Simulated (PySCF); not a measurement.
# W (tungsten, neutral): UHF calculation

Configuration: [Xe] 4f14 5d6, high-spin 5D determinant (an excited configuration). Calculation: PySCF 2.14, in ANO-RCC-VTZP (8s7p5d3f2g1h, 104 functions); the spin-free X2C one-electron Hamiltonian (Gaussian nucleus).

```json
{"Total energy": "-16137.496755 hartree", "One-electron energy": "-22163.3043 hartree", "Hartree (Coulomb) energy": "6349.7822 hartree", "Exchange energy": "-323.9746 hartree", "⟨S²⟩": "6.0127", "⟨L²⟩": "6.338", "Sum of ⟨r⟩": "44.44 bohr", "Sum of ⟨r²⟩": "62.43 bohr²", "Traceless quadrupole moment −½Σ⟨3z² − r²⟩ along its main axis": "3.76 e·bohr²", "Langevin diamagnetic susceptibility": "-49.4 ×10⁻⁶ cm³/mol"}
```

```
shell  electrons  mean orbital energy (eV)  spread (eV)  rms radius, mean of both spins (bohr)
 1s β          1                  -69876.3            0                                 0.0208
 1s α          1                  -69876.3            0                                 0.0208
 2s α          1                  -12197.9            0                                 0.0838
 2s β          1                  -12197.6            0                                 0.0838
 2p α          3                  -10697.8        0.054                                 0.0763
 2p β          3                  -10697.6        0.013                                 0.0763
 3s β          1                   -2867.8            0                                  0.214
 3s α          1                   -2867.8            0                                  0.214
 3p β          3                   -2413.6        0.058                                  0.216
 3p α          3                   -2413.6        0.101                                  0.216
 3d α          5                   -1872.9        0.097                                  0.197
 3d β          5                   -1872.7        0.153                                  0.197
 4s α          1                   -620.41            0                                  0.478
 4s β          1                   -620.21            0                                  0.478
 4p α          3                   -468.17        0.250                                  0.509
 4p β          3                   -467.94        0.096                                  0.509
 4d α          5                   -268.29        0.295                                  0.551
 4d β          5                   -267.87        0.368                                  0.551
 5s α          1                   -90.719            0                                   1.16
 5s β          1                   -87.475            0                                   1.16
 5p α          3                   -51.540        1.024                                   1.35
 5p β          3                   -46.293        0.435                                   1.35
 4f α          7                   -45.576        0.306                                  0.678
 4f β          7                   -45.237        0.174                                  0.678
 5d α          5                    -6.508        1.141                                   2.47
 5d β          1                    -3.291            0                                   2.47
```

Spin-orbit coupling, absent here, splits the open shell strongly.

Densities and radii are taken from the X2C orbitals without a picture-change correction, which distorts them close to the nucleus.

Spin-orbit constants ζ (cm⁻¹) from the X2C one-electron operator on these orbitals: bare nucleus, nucleus screened by l(l+1)(2l+1)/3 electrons, and screened by the Breit-Pauli mean field of the electrons.

```
shell     bare  screened nucleus  mean field
   2p  6868000           6683000         n/a
   3p  1501000           1460000         n/a
   3d   233400            201800         n/a
   4p   342000            332800         n/a
   4d    45870             39680         n/a
   4f     8111              5042         n/a
   5p    44090             42900         n/a
   5d     2378              2056         n/a
```

To first order the Landé constant is A = -514.1 cm⁻¹, so the lowest level has J = 4 and lies 0.255 eV below the centre of the term. This holds in LS coupling only.
